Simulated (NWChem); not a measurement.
C4H9O, doublet; SMILES CC(C)(C)[O]

In the optimisation the excess spin sits in a' (Cs, its own frame). The radical's symmetric form is orbitally degenerate, so geometry and low modes hang on which distorted state is reached.

Q: Give the equilibrium geometry at PBE0/def2-SVP, spin-unrestricted (NWChem) as a list of bonds and angles, with the point group.

A: point group Cs; any orientation.
Bonded distances (Å): C1–C2 1.548, C1–H6 1.100, C1–H7 1.099, C1–H8 1.099, C2–C3 1.533, C2–C4 1.533, C2–O5 1.370, C3–H9 1.101, C3–H10 1.101, C3–H11 1.100, C4–H12 1.100, C4–H13 1.101, C4–H14 1.101. Bond angles (°): C2–C1–H6 108.6, C2–C1–H7 110.5, C2–C1–H8 110.5, H6–C1–H7 109.1, H6–C1–H8 109.1, H7–C1–H8 109.0, C1–C2–C3 110.0, C1–C2–C4 110.0, C1–C2–O5 103.0, C3–C2–C4 111.8, C3–C2–O5 110.8, C4–C2–O5 110.8, C2–C3–H9 111.4, C2–C3–H10 110.0, C2–C3–H11 110.2, H9–C3–H10 108.1, H9–C3–H11 108.9, H10–C3–H11 108.1, C2–C4–H12 110.2, C2–C4–H13 111.4, C2–C4–H14 110.0, H12–C4–H13 108.9, H12–C4–H14 108.1, H13–C4–H14 108.1.
